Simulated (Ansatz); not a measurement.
The cluster Ba₄S₄. The state is a quintet with charge 0. Geometry r2SCAN-D4/def2-SVP; atoms count from 1.

```csv
atom,x (Å),y (Å),z (Å)
Ba1,0.758,2.638,-0.296
Ba2,-0.269,-2.036,-1.845
Ba3,2.026,-1.361,1.291
Ba4,-2.515,0.759,0.850
S5,1.841,0.072,-1.411
S6,-0.954,-1.788,1.131
S7,-1.094,0.848,-1.862
S8,0.207,0.868,2.142
```

In the def2 sets Ba takes a core potential; there is no spin–orbit coupling. At PBE0-D4/def2-TZVP a singlet of charge 0 lies 6.08 eV below the quintet, each at its own geometry. The structure comes from a short search, and lower isomers may exist.

(1) Estimate the Mulliken populations from the PBE0/def2-TZVP orbitals of Ansatz.

(2) Where does the spin sit?

(3) And the Mayer bond orders between bonded heavy atoms (over 0.3)?

Answers

(1) 
```
atom  charge (e)  spin (α − β)
 Ba1        0.84          0.50
 Ba2        0.84          0.50
 Ba3        0.84          0.50
 Ba4        0.84          0.50
  S5       -0.84          0.50
  S6       -0.84          0.50
  S7       -0.84          0.50
  S8       -0.84          0.50
```
Mulliken values and Mayer orders depend strongly on the basis.

(2) Summed by element: Ba 2.02, S 1.98, of 4 unpaired in all. Largest on single atoms: Ba2 0.50, Ba4 0.50, Ba3 0.50.

(3) Ba1–Ba4 0.33 (3.94 Å); Ba1–S5 0.39 (3.00 Å); Ba1–S7 0.38 (3.01 Å); Ba1–S8 0.45 (3.06 Å); Ba2–Ba3 0.33 (3.94 Å); Ba2–S5 0.38 (3.01 Å); Ba2–S6 0.45 (3.06 Å); Ba2–S7 0.39 (3.00 Å); Ba3–S5 0.45 (3.06 Å); Ba3–S6 0.38 (3.01 Å); Ba3–S8 0.39 (3.00 Å); Ba4–S6 0.39 (3.00 Å); Ba4–S7 0.45 (3.06 Å); Ba4–S8 0.38 (3.01 Å). Values over 0.3 also appear between atoms too far apart for a bond (S5–S7 0.39 at 3.07 Å; S6–S8 0.39 at 3.07 Å); they arise where an orbital or an unpaired electron spreads over both atoms.
